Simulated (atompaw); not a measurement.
**In: one change to a PAW (atompaw) potential, before and after**

* Element: indium (In)
* Generator: atompaw 4.2.0.5
* Type: PAW
* Functional: LDA (PW92)
* Relativity: scalar-relativistic
* Frozen core: [Kr] 4d10
* Valence charge: 3
* Reference configuration: 5s1.5 5p0 (charge +1.5)
* Partial waves: 5s (bound): rc 1.75 bohr; 5s channel at -1 Ry: rc 1.75 bohr; 5p (bound, empty): rc 2.55 bohr; 5p channel at -0.55 Ry: rc 2.55 bohr
* Local potential: bessel scheme, radius 2.15 bohr
* Core correction: smooth core density matched at 2.45 bohr
* Augmentation charge: besselshape compensation charge, radius 2.05 bohr; PAW radius 2.55 bohr; waves and projectors: custom rrkj gramschmidtortho

Change: wave 5s channel at -1 Ry: rc 1.75 bohr becomes 5s channel at 3.46 Ry: rc 1.75 bohr.

Cutoffs: the cutoffs (Ry, on a coarse ladder) from which the occupation-weighted sum of valence levels, in a spherical-Bessel basis at the reference potential, stays within 10 and 1 mRy of its value at 400 Ry; they do not see the model core or the augmentation charge, which bear on the density cutoff.

**Question.** What does the change do?

**Answer.** The potential gets softer (12 Ry and 21 Ry → 12 Ry and 18 Ry); the range in which the s phases agree narrows (upper end 2.6 → -0.1); neither file shows a bound ghost.

| quantity | base | changed |
| --- | --- | --- |
| cutoff, loose | 12 Ry | 12 Ry |
| cutoff, tight | 21 Ry | 18 Ry |
| bound ghosts | none | none |
| s: phases at 2.57 bohr within 0.05 rad from the reference energy up to (Ry; the scan ends near 5) | 2.6 | -0.1 |
| p: phases at 2.57 bohr within 0.05 rad from the reference energy up to (Ry; the scan ends near 5) | 3.5 | 3.5 |
| lowest overlap eigenvalue by channel | s 0.76, p 0.59 | s 0.88, p 0.59 |

 The cutoffs see the waves, projectors and local potential, not the compensation charge or the core.
